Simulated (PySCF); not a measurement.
Si(AsH2)(OH)3 (AsH5O3Si), SMILES O[Si](O)(O)[AsH2].

The structure is a stationary point at PBE0-D3(BJ)/def2-SVP. This is a generated structure with no PubChem entry under its InChIKey; it may be hypothetical. Other conformers were not sampled.

Vertical ionisation energy (IE) and electron affinity (EA) in eV. Rows of orbital energies are one-electron estimates. Where ΔSCF, EOM or ADC give a negative EA the extra electron is unbound and the value depends on the basis.

```json
[
 {"level": "−ε(HOMO), −ε(LUMO), M06-2X/def2-TZVP (PySCF)", "IE": "8.51", "EA": "-0.92"},
 {"level": "−ε(HOMO), −ε(LUMO), PBE/def2-TZVP (PySCF)", "IE": "6.29", "EA": "0.57"}
]
```
